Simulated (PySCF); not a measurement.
Ga(F)(Me)(OMe) (C2H6FGaO), SMILES C[O][Ga]([CH3])[F].

Geometry optimised at B3LYP-D3(BJ)/def2-SVP. The structure was generated by enumeration; whether it is a known compound was not checked. The values are those of a single conformer.

Method: PySCF with TDA-PBE0/def2-SVPD.

Vertical excitations. The molecule is in vacuum. State labels are in the subgroup Cs.

| state | symmetry | energy (eV) | λ (nm) | f | main pairs |
|---|---|---|---|---|---|
| S1 | A" | 6.06 | 205 | 0.011 | HOMO→LUMO 96 % |
| S2 | A' | 6.29 | 197 | 0.024 | HOMO−1→LUMO 70 %, HOMO→LUMO+1 27 % |
| S3 | A" | 6.32 | 196 | 0.003 | HOMO−1→LUMO+1 99 % |
| S4 | A' | 6.78 | 183 | 0.146 | HOMO→LUMO+1 68 %, HOMO−1→LUMO 27 % |
| S5 | A" | 7.66 | 162 | 0.018 | HOMO→LUMO+2 97 % |
| S6 | A' | 7.87 | 158 | 0.002 | HOMO−1→LUMO+2 66 %, HOMO−2→LUMO 31 % |
| S7 | A' | 7.97 | 156 | 0.175 | HOMO−2→LUMO 53 %, HOMO−1→LUMO+2 30 %, HOMO−1→LUMO+3 9 % |
| S8 | A" | 7.99 | 155 | 0.029 | HOMO−2→LUMO+1 93 % |
| S9 | A" | 8.28 | 150 | 0.001 | HOMO→LUMO+3 89 % |
| S10 | A' | 8.50 | 146 | 0.013 | HOMO−1→LUMO+3 69 %, HOMO−3→LUMO 20 % |
| T1 | A" | 5.72 | 217 | 0 | HOMO→LUMO 90 % |
| T2 | A' | 5.75 | 215 | 0 | HOMO→LUMO+1 85 % |
| T3 | A' | 5.84 | 212 | 0 | HOMO−1→LUMO 79 %, HOMO→LUMO+1 12 % |
| T4 | A" | 6.10 | 203 | 0 | HOMO−1→LUMO+1 97 % |
Triplets are in the Tamm–Dancoff approximation.
